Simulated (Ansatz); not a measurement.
Ideal-gas functions of C₂H₄FNSi (`N=C1[SiH2]C1F`) at 600 K and 1 bar, from an Ansatz frequency run at PBE0-D4/def2-TZVP.

Molar mass 89.14 g/mol, point group C1 (symmetry number 1), electronic degeneracy 1, moments of inertia 107.386, 123.232, 211.827 u Å². Harmonic wavenumbers (cm⁻¹, unscaled): 193, 228, 273, 402, 488, 591, 651, 677, 713, 837, 884, 935, 1025, 1165, 1228, 1349, 1766, 2239, 2274, 3061, 3467.

Use S(trans) = R[1.5 ln M + 2.5 ln T − 1.1517]; rotational temperatures θ = 24.2544 K / I; S(rot) = R[ln(√π/σ · √(T³/θAθBθC)) + 1.5]; for each mode x = 1.438777 ν̃/T, S = R[x/(eˣ − 1) − ln(1 − e⁻ˣ)] and H = RT x/(eˣ − 1); 1 cm⁻¹ = 0.0119627 kJ/mol; R = 8.31446 J/(mol·K).

Task: By hand: the entropy, in J/(mol·K).

Result: Translation 179.4. Rotation: θ = 0.2259, 0.1968, 0.1145 K, giving 119.0. Vibration, mode by mode: 14.79, 13.44, 11.98, 8.93, 7.47, 6.08, 5.41, 5.14, 4.80, 3.79, 3.47, 3.15, 2.66, 2.04, 1.81, 1.44, 0.64, 0.25, 0.23, 0.05, 0.02, in all 97.6. Electronic 0.0. Sum 396.0 J/(mol·K).

Task: By hand: H − E and G − E in kJ/mol, counted from the electronic energy.

Result: Zero-point energy ½ × 24446 × 0.0119627 = 146.2; thermal vibration 33.4; translation, rotation and pV give 4 RT = 20.0. H − E = 199.6 kJ/mol, and G − E = 199.6 − 600 × 396.0/1000 = -38.0 kJ/mol.

Vibration gives 25 % of the entropy. The sum counts one conformer and one mirror image; others add a mixing term.
